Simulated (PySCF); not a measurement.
Species: C3H7FOSi.
Numbering: `[F:1][C@@H:2]1[CH2:3][C@@H:4]1[O:5][SiH3:6]` (hydrogens: H7 on C2; H8, H9 on C3; H10 on C4; H11, H12, H13 on Si6)

Torsions of this conformer, `[F:1][C@@H:2]1[CH2:3][C@@H:4]1[O:5][SiH3:6]`: C3–C4–O5–Si6 -116°.

The closed-shell ground state was solved at several levels (PySCF, density fitting, gas phase, non-relativistic). Isolated species at its PBE0-D3(BJ)/def2-SVP geometry (one conformer only).

```csv
level,basis functions,total energy (Eh),HOMO (eV),LUMO (eV),gap (eV),dipole (D)
B97-2/pcSseg-1,144,-582.9370,-7.51,0.61,8.12,1.89
mPW1PW91/pcSseg-1,144,-582.9625,-7.82,0.62,8.44,1.91
PBE0/cc-pVTZ,282,-582.7418,-7.72,0.50,8.22,1.83
PBE0/pcSseg-0,72,-581.5738,-7.77,0.82,8.59,2.14
PBE0/pcSseg-2,321,-582.7592,-7.78,0.21,7.99,1.85
PBE0/aug-cc-pVDZ,205,-582.6540,-7.75,-0.12,7.63,1.84
PBE0/STO-3G,41,-575.3795,-4.07,6.42,10.49,0.87
PBE0/def2-TZVP,234,-582.7534,-7.75,0.37,8.12,1.85
BHandHLYP/pcSseg-1,144,-582.8695,-9.13,1.56,10.69,2.01
"PBE0/6-311+G(2d,p)",212,-582.7219,-7.80,0.03,7.83,1.89
OPBE/pcSseg-1,144,-582.8363,-6.30,-0.16,6.14,1.76
KT2/pcSseg-1,144,-589.9773,-6.42,-0.51,5.91,1.76
```

(1) What might PBE0/6-31G (72 basis functions) give for the same quantities?

(2) Over all these levels, which gives the widest orbital gap and which the narrowest?

(3) How much does the basis alone move the frontier levels among the 8 PBE0 rows (the withheld one included)?

(4) In the pcSseg-1 basis, how does the gap go with the fixed share of exact exchange?

(5) How far do the dipole and the HOMO energy spread over the levels?

## Answers

(1) Total energy -582.4689 Eh, HOMO -7.51 eV, LUMO 0.73 eV, gap 8.24 eV, dipole 1.91 D.

(2) BHandHLYP/pcSseg-1 (global hybrid, 50 % exact exchange) has the widest, 10.69 eV, and KT2/pcSseg-1 (GGA) the narrowest, 5.91 eV. The two share the basis. From the narrowest to the widest the HOMO moves by -2.71 eV and the LUMO by +2.07 eV.

(3) The HOMO by 3.73 eV and the LUMO by 6.54 eV. By rising basis size (HOMO, LUMO in eV): STO-3G -4.07, 6.42; pcSseg-0 -7.77, 0.82; 6-31G -7.51, 0.73; aug-cc-pVDZ -7.75, -0.12; 6-311+G(2d,p) -7.80, 0.03; def2-TZVP -7.75, 0.37; cc-pVTZ -7.72, 0.50; pcSseg-2 -7.78, 0.21.

(4) KT2 (0 %) 5.91 eV; OPBE (0 %) 6.14 eV; B97-2 (21 %) 8.12 eV; mPW1PW91 (25 %) 8.44 eV; BHandHLYP (50 %) 10.69 eV. Each rise in the share widens the gap here.

(5) The dipole runs from 0.87 to 2.14 D (mean 1.81 D) and the HOMO from -9.13 to -4.07 eV.
